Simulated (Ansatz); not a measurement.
Species: TeCl3, net charge 0, doublet state. It need not be the lowest isomer of its formula. SMILES: Cl[Te](Cl)Cl
Geometry: optimised at B3LYP-D3(BJ)/def2-TZVP (Ansatz, a quantum-chemistry and plane-wave program).

Computed values are from Ansatz. Cores are frozen in the correlated levels unless marked. UHF or UKS for open shells. No spin-orbit coupling. The frozen core is the preceding noble-gas configuration, with the filled d and f shells of earlier blocks. In def2 rows, elements after Kr have scalar-relativistic effective core potentials. CBS(X,Y): correlation extrapolated as X^-3; Hartree-Fock from the larger set. The bracket is a focal-point correction in the basis named.

```json
{
  "atomisation energy De": "168.3 kcal/mol at CCSD(T)/CBS(def2-TZVPP,def2-QZVPP)",
  "vertical electron affinity (to the singlet; negative means unbound)": "3.39 eV at RI-MP2/CBS(def2-TZVPPD,def2-QZVPPD)+[CCSD(T)-MP2]/def2-TZVPPD",
  "total_energy": "-1646.5244 Eh at CCSD(T)/CBS(def2-TZVPP,def2-QZVPP)",
  "dipole_moment": "1.19 D at CCSD(T)/def2-SVPD",
  "T1 diagnostic": "0.017 at CCSD/def2-QZVPP"
}
```
